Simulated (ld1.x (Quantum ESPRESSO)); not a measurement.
boron (B): PAW pseudisation with LDA (PZ), scalar-relativistic reference atom.

B, PAW, made with ld1.x (Quantum ESPRESSO) 7.5 (LDA (PZ), scalar-relativistic). Core [He], reference 2s2 2p0 (charge +1). Waves: 2s (bound): rcut 1.30, rcutus 1.40 bohr; 2s channel at -1.05 Ry: rcut 1.30, rcutus 1.40 bohr; 2p (bound, empty): rcut 1.55, rcutus 1.70 bohr; 2p channel at 0.45 Ry: rcut 1.55, rcutus 1.70 bohr. Local part: all-electron potential smoothed inside 1.40 bohr (lloc = -2). Core correction: a·sin(br)/r model core, default radius (core density twice the valence density). Augmentation charge: PSQ, radius 1.10 bohr.

All-electron outer shells of the reference configuration (LDA (PZ), scalar-relativistic, ld1.x):

```
shell  level (eV)  outermost node (bohr)  outermost maximum (bohr)
   2s      -19.42                   0.46                      1.44
   2p      -13.46                      –                      1.39
```

**Question.** Estimate the cutoffs (Ry, on a coarse ladder) from which the occupation-weighted sum of valence levels, in a spherical-Bessel basis at the reference potential, stays within 10 and 1 mRy of its value at 400 Ry.

**Answer.** 10 Ry and 18 Ry. The cutoffs count occupied waves only; the empty 2p level needs 18 Ry at the loose tolerance.

**Question.** Does the potential have ghost states?

**Answer.** No extra level below or beside the all-electron valence levels (s, p, d, f tested).

**Question.** Is the overlap operator S = 1 + Σ q|β⟩⟨β| positive definite (Bessel basis up to 400 Ry)?

**Answer.** Yes: its lowest eigenvalue is 0.56 (s channel).

**Question.** Tests: 2s2 2p1; 2s1 2p0; 2s2 2p0.5; 2s0 2p3; 2s1 2p2; 2s1 2p1; 2s2 2p1.3. Which has the largest error in its energy relative to the reference configuration, and how large is it?

**Answer.** 2s1 2p0, with -4.7 meV (all-electron minus pseudo) on +25.30 eV.
